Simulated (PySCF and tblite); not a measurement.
Results of a calculation; reference values are marked as such.
C7H8ClF3, numbered as in [F:1][C:2]([F:3])([F:4])[C:5]1=[CH:6][C@H:7]([Cl:8])[CH2:9][CH2:10][CH2:11]1.

Conformers came from 60 starts (ETKDG, MMFF94s, GFN2-xTB); geometries are GFN2-xTB. Free energies are PBE0-D3(BJ)/def2-SVP, starting guess huckel single points with GFN2-xTB rigid-rotor and vibrational terms (modes under about 50 cm⁻¹ blended into free rotors). Symmetry numbers and mirror images are counted. Conformers within 5 kcal/mol (GFN2-xTB free energy) were kept, 4 at most. GIAO shieldings: PBE0/def2-SVP, starting guess huckel. Shifts are against TMS (¹H), TMS (¹³C), CFCl3 (¹⁹F) at the same level; of two unlike H on one atom, a is the less shielded. Codes: tblite and PySCF.

The 6-ring runs over atoms 5–6–7–9–10–11.

```
conformer                                                        shape  symmetry  E(GFN2) kcal/mol  E(DFT) kcal/mol
        1  6-ring half-chair (ring torsions -15, 45, -63, 48, -18, 1°)        C1              0.00             0.00
        2   6-ring half-chair (ring torsions 16, -48, 64, -47, 15, 1°)        C1              0.67             0.99
```

**Question.** How much do the weights at 298.15 K and the averaged shift of H9b depend on how the conformers are weighted?

**Answer.** 
```json
{"weighting": "DFT energy with thermal terms, symmetry and mirror images (full scheme)", "1 (%)": "81", "2 (%)": "19", "δ (ppm)": "1.73", "rms dipole (D)": "2.71"}
{"weighting": "DFT energy with symmetry and mirror images", "1 (%)": "84", "2 (%)": "16", "δ (ppm)": "1.71", "rms dipole (D)": "2.71"}
{"weighting": "bare DFT energy", "1 (%)": "84", "2 (%)": "16", "δ (ppm)": "1.71", "rms dipole (D)": "2.71"}
{"weighting": "GFN2-xTB energy with symmetry and mirror images", "1 (%)": "76", "2 (%)": "24", "δ (ppm)": "1.76", "rms dipole (D)": "2.72"}
{"weighting": "GFN2-xTB free energy", "1 (%)": "72", "2 (%)": "28", "δ (ppm)": "1.78", "rms dipole (D)": "2.72"}
{"weighting": "leading conformer alone", "1 (%)": "100", "2 (%)": "0", "δ (ppm)": "1.63", "rms dipole (D)": "2.69"}
{"weighting": "equal weights", "1 (%)": "50", "2 (%)": "50", "δ (ppm)": "1.89", "rms dipole (D)": "2.75"}
```

The largest departure from the full scheme, 0.16 ppm, comes with: equal weights.


Conformer gaps in def2-SVP on xTB geometries can be 2 kcal/mol too large for S=O, P=O and other polar bonds.